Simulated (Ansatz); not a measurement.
Coupled-cluster diagnostics for In(NH3)H3 (InNH6), Ansatz.

Geometry of the singlet (PBE-D4/def2-TZVP):

```csv
atom,x (Å),y (Å),z (Å)
In1,-0.4448,0.9056,0.7928
N2,0.3956,-0.8059,-0.7061
H3,0.8004,-0.3901,-1.5468
H4,-0.3525,-1.4381,-0.9966
H5,1.1202,-1.3643,-0.2512
H6,-1.0469,-0.1992,2.0035
H7,-1.5674,1.6057,-0.3468
H8,1.0955,1.6864,1.0512
```

In the def2 sets In takes a core potential; there is no spin–orbit coupling. Correlated methods freeze 5 core orbitals; core or outer-core shells of In are correlated, in sets that lack core-valence functions.

**Question.** Estimate the CCSD(T) correlation energy, the shares of MP2 and (T), T1 and the reference's ⟨S²⟩ for: charge 0, singlet, own geometry in def2-TZVPP; charge 0, singlet, own geometry in def2-TZVPD; charge 1, doublet, vertical in def2-TZVPP; charge -1, doublet, vertical in def2-TZVPD; and the rough time on 4 threads of Arm Neoverse V2 on a shared host.

**Answer.** 
```
                          state       basis  correlation (eV)  MP2 share (%)  (T) share (%)     T1  ⟨S²⟩ (pure)  wall time          remarks
charge 0, singlet, own geometry  def2-TZVPP           -15.956           93.2            2.7  0.013  0.00 (0.00)       18 s                –
charge 0, singlet, own geometry  def2-TZVPD           -15.606           92.7            2.7  0.013  0.00 (0.00)       12 s                –
    charge 1, doublet, vertical  def2-TZVPP           -15.242           92.8            3.0  0.027  0.77 (0.75)       78 s                –
   charge -1, doublet, vertical  def2-TZVPD           -16.078           92.5            3.0  0.028  0.75 (0.75)       59 s  HOMO above zero
```
Customary marks for T1 are 0.02 (closed shells), 0.045 (open shells) and about 0.05 (3d metals). T1 exceeds 0.02 in 2 of 4 rows and 0.045 in 0; the higher it lies, the less the single-reference result can be trusted.
